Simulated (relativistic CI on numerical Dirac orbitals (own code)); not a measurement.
# Line list: Electric-dipole lines, Sr³⁴⁺

Calculated at this level of theory: Dirac-Coulomb-Breit CI, orbitals from a KLI potential per configuration, a model potential for QED, unscaled Slater integrals (own radial code, finite nucleus).

CI space (outside the closed core 1s2): 2s², 2s2p, 2p², 2p3s, 2p3p, 2s3s, 2s3p, 2s3d, 2s4s, 2s4p, 2s4d, 2s4f, 3s², 3s3p, 3p². Levels of other configurations are missing.

| λ vac (nm) | Lower | Upper | A (s⁻¹) | log gf | S velocity/length |
| --- | --- | --- | --- | --- | --- |
| 0.37159 | 2s2p ³P°1 [3] | 2s4d ³D2 [42] | 2.77e+13 | -0.54 | 0.98 |
| 0.37902 | 2s2p ³P°2 [4] | 2s4d ³D3 [43] | 3.44e+13 | -0.28 | 0.98 |
| 0.38426 | 2s2p ¹P°1 [6] | 2s4d ¹D2 [44] | 3.38e+13 | -0.43 | 0.98 |
| 0.47709 | 2s2p ³P°2 [4] | 2p3p ³P2 [33] | 1.32e+13 | -0.65 | 0.97 |
| 0.47890 | 2s2p ³P°0 [2] | 2p3p ³P1 [25] | 1.92e+13 | -0.70 | 0.98 |
| 0.47985 | 2s2p ³P°2 [4] | 2p3p ³D3 [31] | 2.74e+13 | -0.18 | 0.99 |
| 0.48096 | 2s2p ³P°1 [3] | 2p3p ³D2 [26] | 2.73e+13 | -0.33 | 0.98 |
| 0.48174 | 2s² ¹S0 [1] | 2s3p ¹P°1 [15] | 4.06e+13 | -0.37 | 0.98 |
| 0.48239 | 2s2p ³P°2 [4] | 2p3p ³D2 [30] | 2.10e+13 | -0.44 | 0.98 |
| 0.48285 | 2s2p ³P°2 [4] | 2p3p ³P1 [29] | 2.46e+13 | -0.59 | 0.98 |
| 0.48577 | 2s² ¹S0 [1] | 2s3p ³P°1 [14] | 2.25e+13 | -0.62 | 0.98 |
| 0.48609 | 2s2p ¹P°1 [6] | 2p3p ³P2 [33] | 2.51e+13 | -0.35 | 0.97 |
| 0.49130 | 2s2p ³P°0 [2] | 2s3d ³D1 [17] | 7.13e+13 | -0.11 | 0.99 |
| 0.49159 | 2s2p ¹P°1 [6] | 2p3p ³D2 [30] | 1.76e+13 | -0.50 | 0.98 |
| 0.49314 | 2s2p ³P°1 [3] | 2s3d ³D2 [18] | 8.91e+13 | 0.21 | 0.99 |
| 0.49365 | 2s2p ³P°1 [3] | 2s3d ³D1 [17] | 4.83e+13 | -0.28 | 0.99 |
| 0.50569 | 2s2p ³P°2 [4] | 2s3d ³D3 [19] | 1.11e+14 | 0.48 | 0.99 |
| 0.50677 | 2s2p ³P°2 [4] | 2s3d ³D2 [18] | 2.70e+13 | -0.28 | 0.99 |
| 0.51350 | 2s2p ¹P°1 [6] | 2s3d ¹D2 [21] | 8.88e+13 | 0.24 | 0.98 |
| 1.3944 | 2s3s ³S1 [11] | 2s4p ³P°2 [39] | 4.18e+12 | -0.21 | 1.02 |
| 1.4365 | 2s3p ³P°1 [14] | 2s4d ³D2 [42] | 7.47e+12 | 0.06 | 1.00 |
| 1.4368 | 2s3p ³P°0 [13] | 2s4d ³D1 [41] | 5.87e+12 | -0.26 | 0.99 |
| 1.4631 | 2s3p ¹P°1 [15] | 2s4d ¹D2 [44] | 7.98e+12 | 0.11 | 1.00 |
| 1.4715 | 2s3p ³P°2 [16] | 2s4d ³D3 [43] | 1.06e+13 | 0.38 | 0.99 |
| 1.4754 | 2s3p ³P°2 [16] | 2s4d ³D2 [42] | 2.47e+12 | -0.39 | 0.99 |
| 1.4910 | 2s3d ³D1 [17] | 2s4f ³F°2 [45] | 1.73e+13 | 0.46 | 0.99 |
| 1.4953 | 2s3d ³D2 [18] | 2s4f ³F°3 [46] | 1.77e+13 | 0.62 | 1.00 |
| 1.4956 | 2s3d ³D2 [18] | 2s4f ³F°2 [45] | 3.13e+12 | -0.28 | 1.00 |
| 1.5026 | 2s3d ³D3 [19] | 2s4f ³F°4 [47] | 2.10e+13 | 0.81 | 1.00 |
| 1.5213 | 2s3d ¹D2 [21] | 2s4f ¹F°3 [48] | 1.89e+13 | 0.66 | 1.00 |

Terms are leading LS components. Brackets give the number of a level in order of energy, since labels repeat. The list gives strong lines, with weight on those to low levels, among the lowest 48 of 58 levels, so that lines to higher ones, which can be the strongest, are missing. Levels whose partners in the same complex of configurations lie outside the list can be far off, and so can their lines. Rates are taken at the computed energies, electric ones in the length gauge. A velocity-to-length ratio far from 1 marks an uncertain rate.

At this charge energies of transitions that change n are usually good to better than 1 %, and those within a shell (Δn = 0) to a few per cent.

LS names give the leading component of a level, which can be under half, so a name can repeat, a term be missing and a line seem to break the LS rules.
